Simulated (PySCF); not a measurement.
Exercise with solution: entropy of an ideal gas

Se(Br)(NH2) (BrH2NSe), SMILES N[Se]Br.

Geometry: r2SCAN-D4/def2-SVP. One conformer was computed; it need not be the lowest.

r2SCAN-D4/def2-SVP in PySCF gives the harmonic wavenumbers 175, 260, 490, 545, 784, 1000, 1562, 3514, 3636 cm⁻¹ and the rotational temperatures 0.6063, 0.0864, 0.0763 K. The molar mass is 174.90 g/mol, the symmetry number 1, the spin multiplicity 1.

Q: Work out the entropy at 298.15 K and 1 atm in the rigid-rotor, harmonic-oscillator model.

A: 
Translation (Sackur–Tetrode at 1 atm): S = R[1.5 ln M + 2.5 ln T − 1.16487] = 173.2 J/(mol K).
Rotation: q = (√π/σ) T^1.5/√(θA θB θC) = 144000, S = R[ln q + 3/2] = 111.2 J/(mol K).
Vibration: with u = 1.4388 ν/T, each mode gives R[u/(e^u − 1) − ln(1 − e^−u)]:
| ν (cm⁻¹) | modes | u | S (J/(mol K)) |
|---|---|---|---|
| 175 | 1 | 0.84 | 9.96 |
| 260 | 1 | 1.25 | 6.95 |
| 490 | 1 | 2.36 | 2.86 |
| 545 | 1 | 2.63 | 2.32 |
| 784 | 1 | 3.78 | 0.92 |
| 1000 | 1 | 4.83 | 0.39 |
| 1562 | 1 | 7.54 | 0.04 |
The stiffer modes add less than 0.005 each. Sum 23.4 J/(mol K).
Spin: R ln 1 = 0.0 J/(mol K).
Total 307.8 J/(mol K); the program's own thermochemistry gives 307.8. Translation makes up 56 % and vibration 8 %. Anharmonicity, hindered rotation and orbital degeneracy are left out.
